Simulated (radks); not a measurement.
The numbers below are computed, except where a source is named.
All-electron atom: Ru in [Kr] 4d6 5p2 (not the ground configuration). Level of theory: scalar-relativistic Kohn-Sham, LDA (Slater exchange, Perdew-Wang correlation), spin-unpolarised, spherical densities, finite nucleus; Fermi nuclear charge, rms radius 4.4809 fm (a radial shooting solver on a logarithmic mesh with Libxc functionals).

X-ray form factor f0, the Fourier transform of the density (f0(0) = 44):

sin(theta)/lambda (1/angstrom)  f0 (electrons)
0.05                                    42.804
0.1                                     40.254
0.15                                    37.526
0.2                                     34.870
0.25                                    32.315
0.3                                     29.924
0.4                                     25.850
0.5                                     22.754
0.6                                     20.411
0.8                                     16.885
1                                       13.940
1.25                                    10.814
1.5                                      8.516
2                                        6.097
